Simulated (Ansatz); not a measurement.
`C[SiH2]CS` → CH₃SH + `C[SiH]` at 700 K and 1 bar (silylene formation by 1,1-elimination).

Isolated molecules relaxed with PBE0-D4/def2-TZVP in Ansatz; ΔE leaves out vibrations. CCSD(T)/CBS is the MP2 limit (def2-TZVPP, def2-QZVPP) plus CCSD(T) − MP2 in def2-TZVPP, frozen cores. This one scheme is used for every species. Each species was taken in one conformer, which may not be the lowest.

```tsv
species	CCSD(T)/CBS energy (Eh)	H − E (kJ/mol)	S (J/(mol·K))
`C[SiH2]CS`	-767.78463	320.1	469.9
CH₃SH	-438.22835	160.2	309.0
`C[SiH]`	-329.46712	152.0	322.2
```

H − E and S are ideal-gas, rigid-rotor, harmonic terms from PBE0-D4/def2-TZVP, for one conformer and one mirror image of each species. 1 Eh = 2625.50 kJ/mol, R = 8.31446 J/(mol·K).

Task: By hand: ΔE, ΔH, ΔS and ΔG.

Result: ΔE = (-438.22835) + (-329.46712) − (-767.78463) = 0.08916 Eh = 234.1 kJ/mol. Δ(H − E) = 160.2 + 152.0 − 320.1 = -7.9, so ΔH = 226.2 kJ/mol. ΔS = 309.0 + 322.2 − 469.9 = 161.3 J/(mol·K). ΔG = 226.2 − 700 × (161.3)/1000 = 113.3 kJ/mol.

Task: By hand: the equilibrium constant, and the temperature at which ΔG would vanish if ΔH and ΔS stayed fixed.

Result: log₁₀ K = −ΔG/(RT ln 10) = -8.5. ΔG = 0 at ΔH/ΔS = 1402 K.

The number of gas molecules changes by +1, which sets the sign of ΔS. A doubt of 5 kJ/mol in ΔE shifts log₁₀ K by 0.4 here. Other conformers and mirror images would add mixing entropy, several J/(mol·K) or more a flexible species. These are equilibria of isolated gas molecules and say nothing of rates. Largest T1 diagnostic: 0.012 (customary marks: 0.02 for closed shells, 0.045 for open ones).
